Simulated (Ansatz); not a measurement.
Complex (SMILES): Cl (HCl) with C#N (CH-N), atoms 1 to 2 the first; geometry from B3LYP-D3(BJ)/def2-TZVP, monomers rigid:
```xyz
5

Cl     0.5827     0.3550    -0.5709
H     -0.2332    -0.1068     0.3213
C     -2.2420    -1.2590     2.4984
N     -1.5177    -0.8394     1.7187
H     -2.9178    -1.6506     3.2258
```

Basis-set convergence of the counterpoise-corrected interaction energy at MP2 with Ansatz (an electronic-structure program). Cartesian d functions, on some or all atoms, in 6-31G**, 6-311G**; all else is spherical. Cores are frozen. No added dispersion term, no relativity. Functions are those of the species that has most. Reference: Hartree-Fock in aug-cc-pV(Q+d)Z plus the correlation part extrapolated as X^-3 from aug-cc-pV(T+d)Z and aug-cc-pV(Q+d)Z, -5.35 kcal/mol, itself unsure by roughly 0.04 kcal/mol (a third of the extrapolation step and of the last Hartree-Fock step). Deviations are taken from unrounded values.

| basis | functions | counterpoise-corrected interaction energy (kcal/mol) | minus reference (kcal/mol) |
|---|---|---|---|
| STO-3G | 21 | -3.64 | 1.71 |
| def2-SV(P) | 50 | -3.83 | 1.52 |
| def2-SVP | 56 | -3.92 | 1.43 |
| 6-31G** | 59 | -4.49 | 0.86 |
| 6-311G** | 75 | -4.47 | 0.89 |
| 6-311++G(2d,2p) | 109 | -4.65 | 0.71 |
| def2-TZVP | 111 | -4.59 | 0.76 |
| pcseg-2 | 122 | -4.63 | 0.73 |
| def2-TZVPP | 132 | -4.73 | 0.63 |
| jun-cc-pV(T+d)Z | 154 | -4.92 | 0.44 |
| def2-QZVPP | 244 | -5.07 | 0.28 |
| pcseg-3 | 250 | -5.05 | 0.30 |
| aug-cc-pV(Q+d)Z | 341 | -5.23 | 0.12 |

The smallest set listed that lies within 0.2 kcal/mol of the reference with all its larger relatives (same family, alike in diffuse functions; a set with none counts only in the reference's own line) is aug-cc-pV(Q+d)Z (341 functions, 0.12 kcal/mol off).
